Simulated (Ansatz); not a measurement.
Species: [Al(Cl)3(CH3OH)] (charge 0, multiplicity 1).

Give a relaxed geometry from Ansatz (a program for electronic structure) with PBE0-D3(BJ)/def2-SVP.

One answer among several that fit: the end point of this relaxation, one of several conformers.
Cartesian coordinates (Å) in one orientation:
```xyz
10

Al    -0.030    -0.112    -0.152
Cl     1.236    -1.482    -1.133
Cl    -1.403     1.029    -1.293
Cl    -0.646    -0.663     1.796
C      2.154     1.354     1.253
O      1.155     1.360     0.227
H      2.831     2.204     1.105
H      2.712     0.417     1.133
H      1.684     1.382     2.246
H      0.715     2.216     0.119
```
